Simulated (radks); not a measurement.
Values are calculated unless marked as measured or tabulated.
Ionisation of neutral rubidium, [Kr] 5s1, to [Kr] as the strength of local exchange is varied. Code: a radial shooting solver on a logarithmic mesh with Libxc functionals. Model: scalar-relativistic Kohn-Sham, Slater X-alpha exchange (alpha = 2/3 is LDA exchange), no correlation, spin-unpolarised, spherical densities, finite nucleus; Fermi nuclear charge, rms radius 4.2036 fm.

alpha,E(Rb) (hartree),exchange (hartree),IE (eV),-e of the level emptied (eV),<r> of it (bohr)
0.562,-2959.57431,-78.57166,3.259,1.406 (5s),5.689
0.611,-2966.44088,-85.61210,3.413,1.543 (5s),5.552
0.667,-2974.30706,-93.69548,3.594,1.705 (5s),5.406
0.673,-2975.15105,-94.56390,3.614,1.723 (5s),5.391
0.884,-3004.97644,-125.39230,4.338,2.399 (5s),4.918
0.975,-3017.92659,-138.86104,4.671,2.719 (5s),4.745
1.041,-3027.35181,-148.69474,4.919,2.962 (5s),4.628

NIST Atomic Spectra Database: 4.177 eV (measured). The Delta-SCF value meets it near alpha = 0.84. Spin polarisation and multiplet splitting are left out, so open shells lie too high by an amount that depends on their filling.

Beside tabulated values, note that spin-unpolarised runs miss the spin-polarisation part of the exchange energy of open shells.
